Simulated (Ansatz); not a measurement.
A made-up structure of NaGeH3S, closed shell:

| atom | x (Å) | y (Å) | z (Å) |
| --- | --- | --- | --- |
| Na1 | 0.1685 | -1.5003 | 1.9766 |
| S2 | 1.1631 | -1.4252 | -0.3247 |
| Ge3 | -0.0540 | 0.3613 | -0.4466 |
| H4 | -1.1788 | 0.3236 | -1.5059 |
| H5 | 1.9306 | -2.2190 | -1.1187 |
| H6 | -0.8270 | 0.5583 | 0.9277 |

It is relaxed with PBE-D4/def2-SVP and then PBE0-D4/def2-TZVP (Ansatz 0.2.0). Atoms count as bonded within 1.22 times the sum of their covalent radii (H–H: 0.88 Å). The end point is not checked to be a true minimum.

(1) Does its bonding change? (A judgement: the text doesn't fix the answer.)

Answers

(1) Computed: Yes. Formed: Na1–H4, Na1–H6; broken: none.

Where it ends: The first stage lowers the energy by 2.38 eV in 14 steps. It ends as NaGeH₃S ([H]1[Na]23[H][Ge]12[SH]3):
Na1  (-0.712, -1.529, 1.165)
S2  (1.627, -1.273, -0.057)
Ge3  (0.119, 0.557, -0.640)
H4  (-1.189, -0.454, -0.705)
H5  (1.508, -1.930, -1.222)
H6  (-0.151, 0.729, 0.967)
(Å)

Labels in which every atom is bracketed show which atoms are joined, not bond orders.

For scale, one of the runs: PBE0-D4/def2-TZVP relaxation, 135 basis functions, launched by `ansatz run in.yaml --threads 2 --pin off --events-out ev --progress --plain --max-ram 4352MiB`. The run took about 19 s on 2 CPU threads of an Arm Neoverse V1 (shared host).
